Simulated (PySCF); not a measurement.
# C₆ coefficients of unlike pairs at PBE

Calculated with PySCF 2.14 from the dipole response of each species, C₆(A,B) = (3/π) ∫ α_A(iu) α_B(iu) du, in atomic units, from isotropic polarisabilities. For ions this is the dispersion term alone; charge-induced terms of lower order in 1/R come first.

| species | configuration | basis | relativity | α (bohr³) | C₆ (like pair) |
| --- | --- | --- | --- | --- | --- |
| Ga | [Ar] 3d10 4s2 4p1 (2P) | aug-cc-pVDZ-DK (6s5p3d) | spin-free X2C | 59.45 | 492.5 |
| Mn⁺ | [Ar] 3d5 4s1 (7S) | aug-cc-pwCVQZ (11s10p8d5f4g3h) | none | 28.54 | 149.1 |
| Nb | [Kr] 4d4 5s1 (6D) | aug-cc-pVTZ-DK (9s8p6d3f2g) | spin-free X2C | 91.44 | 1020 |
| Pb⁺ | [Xe] 4f14 5d10 6s2 6p1 (2P) | aug-cc-pV5Z-PP with ECP60MDF (8s8p6d4f3g2h) | core potential | 27.94 | 238.5 |

Task: Estimate C₆ for Pb⁺ with Mn⁺.

Result: The integral gives 183.9. The combination rule 2 C_A C_B / (C_A α_B/α_A + C_B α_A/α_B) gives 182.6 and the geometric mean 188.6.

No spin-orbit coupling is included.

The other pairs:

```tsv
pair	C₆
Nb, Ga	706.3
Pb⁺, Nb	459.4
Nb, Mn⁺	384.9
Pb⁺, Ga	319.3
Mn⁺, Ga	267.5
```
